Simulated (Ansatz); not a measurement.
The inner images of a band of BrGeH3S (6 atoms, charge 0, multiplicity 1) are given out of order.

These are results of RKS PBE-D4/def2-SVP (Ansatz 0.2.0), not measurements.

Initial state:

```xyz
6
Properties=species:S:1:pos:R:3
Ge -0.434 0.130 0.282
Br -1.612 -1.427 -1.001
S 1.756 -0.298 0.305
H 1.927 0.087 -0.991
H -0.730 1.516 -0.341
H -0.908 -0.008 1.746
```

Final state:

```xyz
6
Properties=species:S:1:pos:R:3
Ge -0.076 0.631 0.695
Br -0.713 -1.432 -1.615
S 1.956 0.334 0.508
H 0.676 -1.173 -1.272
H -0.864 1.759 -0.035
H -0.978 -0.119 1.719
```

Task: Put them in order from the first end to the last, with their energies above the first end.
A.
```xyz
6
Properties=species:S:1:pos:R:3
Ge -0.407 0.284 0.320
Br -1.281 -1.262 -1.193
S 1.823 0.077 0.185
H 1.675 -0.699 -0.926
H -0.907 1.683 -0.125
H -0.904 -0.083 1.740
```
B.
```xyz
6
Properties=species:S:1:pos:R:3
Ge -0.305 0.382 0.413
Br -0.854 -1.256 -1.338
S 1.850 0.026 0.122
H 1.159 -0.784 -0.842
H -0.898 1.717 -0.102
H -0.951 -0.085 1.747
```
C.
```xyz
6
Properties=species:S:1:pos:R:3
Ge -0.371 0.331 0.350
Br -1.066 -1.252 -1.250
S 1.838 0.076 0.122
H 1.424 -0.788 -0.855
H -0.909 1.710 -0.109
H -0.917 -0.076 1.743
```
D.
```xyz
6
Properties=species:S:1:pos:R:3
Ge -0.431 0.183 0.303
Br -1.482 -1.386 -1.070
S 1.775 -0.170 0.317
H 1.862 -0.171 -1.043
H -0.817 1.571 -0.267
H -0.906 -0.026 1.760
```
E.
```xyz
6
Properties=species:S:1:pos:R:3
Ge -0.207 0.464 0.515
Br -0.719 -1.297 -1.435
S 1.873 0.067 0.201
H 0.917 -0.845 -0.930
H -0.895 1.712 -0.094
H -0.971 -0.100 1.744
```
F.
```xyz
6
Properties=species:S:1:pos:R:3
Ge -0.421 0.235 0.316
Br -1.376 -1.327 -1.129
S 1.802 -0.040 0.274
H 1.777 -0.444 -1.027
H -0.878 1.627 -0.193
H -0.903 -0.050 1.759
```
G.
```xyz
6
Properties=species:S:1:pos:R:3
Ge -0.119 0.548 0.615
Br -0.661 -1.359 -1.527
S 1.913 0.164 0.334
H 0.732 -0.950 -1.067
H -0.887 1.703 -0.090
H -0.978 -0.107 1.736
```

Result: D (+0.01 eV), F (+0.04 eV), A (+0.08 eV), C (+0.19 eV), B (+0.60 eV), E (+1.45 eV), G (+1.75 eV).

Time of the run: 32 s on 2 threads of AMD EPYC 9R45 96-Core Processor (Zen 5) (shared host), peak memory 0.17 GiB.
